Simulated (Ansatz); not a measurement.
Consider the isomerisation: `C[SiH](N)NC#N` → `NC1=NCN1[SiH3]`.

Calculated with Ansatz (gas phase, PBE0-D4/def2-TZVP geometries, no zero-point term in ΔE). CCSD(T)/CBS adds triple-zeta CCSD(T) − MP2 to the extrapolated MP2 energy (def2 sets, frozen cores). DFT in def2-TZVPP. Each species was taken in one conformer, which may not be the lowest.

| level | ΔE (kcal/mol) |
| --- | --- |
| PBE | 50.5 |
| PBE0 | 51.0 |

What does CCSD(T)/CBS give? (Best estimate.)

Ansatz gave: +58.2 kcal/mol. The listed levels differ from it by -7.7, -7.2 kcal/mol.

Largest T1 diagnostic among the species: 0.013.

In def2-TZVPP, CCSD(T) changes the Hartree–Fock value by −2.8 kcal/mol (the triples alone add −0.9 kcal/mol) and MP2 by −0.8 kcal/mol.
